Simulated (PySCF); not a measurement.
# The 6-electron isoelectronic series, non-relativistic

Calculated with PySCF 2.14 from differences of total energies of unrestricted determinants, without spin-orbit coupling. Each ion has its own even-tempered basis scaled to its charge (18s11p6d5f5g for the first); frozen: nothing. Ionisation energies in eV, correlation energies of the ion in mhartree.

```csv
ion,configuration,UHF,LDA,PBE,PBE0,r2SCAN,MP2 (all electrons),E_corr MP2,"NIST (with spin-orbit, Breit and QED)"
Si⁸⁺,[He] 2s2 2p2 (3P),351.21,351.53,351.62,351.75,352.46,351.54,-169.4,351.28 ± 0.06 (s)
S¹⁰⁺,[He] 2s2 2p2 (3P),504.68,504.78,504.99,505.15,506.01,504.93,-175.5,504.55 ± 0.12 (s)
Ar¹²⁺,[He] 2s2 2p2 (3P),685.39,685.27,685.60,685.79,686.78,685.56,-181.1,685.5 ± 0.3 (s)
Ca¹⁴⁺,[He] 2s2 2p2 (3P),893.34,892.97,893.44,893.67,894.80,893.42,-186.1,894 ± 0.4 (s)
Ti¹⁶⁺,[He] 2s2 2p2 (3P),1128.5,1127.9,1128.5,1128.8,1130.0,1128.5,-191.1,1130.2 ± 0.5 (s)
Cr¹⁸⁺,[He] 2s2 2p2 (3P),1390.9,1390.0,1390.8,1391.1,1392.5,1390.8,-195.4,1394.5 ± 0.7 (s)
Fe²⁰⁺,[He] 2s2 2p2 (3P),1680.5,1679.4,1680.3,1680.6,1682.2,1680.3,-199.7,1687 ± 1 (s)
Ni²²⁺,[He] 2s2 2p2 (3P),1997.4,1996.0,1997.0,1997.4,1999.1,1997.1,-204.0,2008.1 ± 1.3 (s)
Zn²⁴⁺,[He] 2s2 2p2 (3P),2341.4,2339.7,2341.0,2341.4,2343.2,2341.0,-207.9,2358 ± 1.6 (s)
Ge²⁶⁺,[He] 2s2 2p2 (3P),2712.7,2710.7,2712.1,2712.5,2714.5,2712.2,-212.0,2737.1 ± 2.3 (s)
```

Each ion has its own basis, which adds noise of up to about 0.1 % along the series.

NIST values marked (s) are semi-empirical, (t) theoretical. Open shells are high-spin determinants of the terms that Hund's rules give.

All relativistic terms are absent from the calculated values; where these lie close to NIST, scalar and spin-orbit shifts of opposite sign can cancel.
